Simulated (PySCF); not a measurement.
H₂MoO₂ (singlet). Computed with PBE0/[Mo def2-TZVP with ECP28, O def2-TZVP, H def2-TZVP], scalar-relativistic core potentials, density fitting, no spin–orbit coupling, PySCF.

Harmonic bands of its minimum:

```
ω (cm⁻¹)  IR (km/mol)
     368          2.0
     484          3.1
     636          8.2
     658          0.0
     748         79.4
    1060          231
    1093         87.9
    1936          167
    1944          104
```

Problem. The central atom is Mo. Infer the point group and assign the bands.

Solution. C2v. The modes span 4a1 + 2b1 + 2b2 + a2: 368 a1, 484 b1, 636 b2, 658 a2, 748 a1, 1060 b2, 1093 a1, 1936 b1, 1944 a1. The computed geometry has Mo–H 1.716 Å (×2), Mo–O 1.663 Å (×2); H–Mo–H 119.8°, H–Mo–O 107.0° (×4), O–Mo–O 108.8°.

This need not be the most stable arrangement of these atoms.
